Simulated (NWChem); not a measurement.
Molecule: C$_{2}$H$_{4}$OS; SMILES CSC=O

```xyz
8

C      1.1142     1.1376     0.1038
S     -0.6132     0.6411     0.3767
C     -0.5190    -1.0719    -0.1129
O      0.4669    -1.6591    -0.5062
H      1.6512     0.2405    -0.2678
H      1.1551     1.9479    -0.6477
H      1.5577     1.4831     1.0561
H     -1.5303    -1.5504    -0.0044
```
Atoms are numbered in this order, from 1.

Computed with NWChem. Pople sets run with spherical d functions. Geometry: optimised at PBE-D3(BJ)/def2-SVP. Core excitations by TDA in a window of 1s orbitals, non-relativistic and unshifted: absolute energies depend strongly on the exact-exchange share.

**Question.** Predict the results for S K edge, PBE/6-311G**. Quantities: first 1s excitation (eV); dipole oscillator strength of the first; first state with f > 0.002 (eV); dipole oscillator strength of that state.

**Answer.** 
| Item | Value |
|---|---|
| first 1s excitation (eV) | 2394.5 |
| dipole oscillator strength of the first | 0.0012 |
| first state with f > 0.002 (eV) | 2395.7 |
| dipole oscillator strength of that state | 0.0022 |
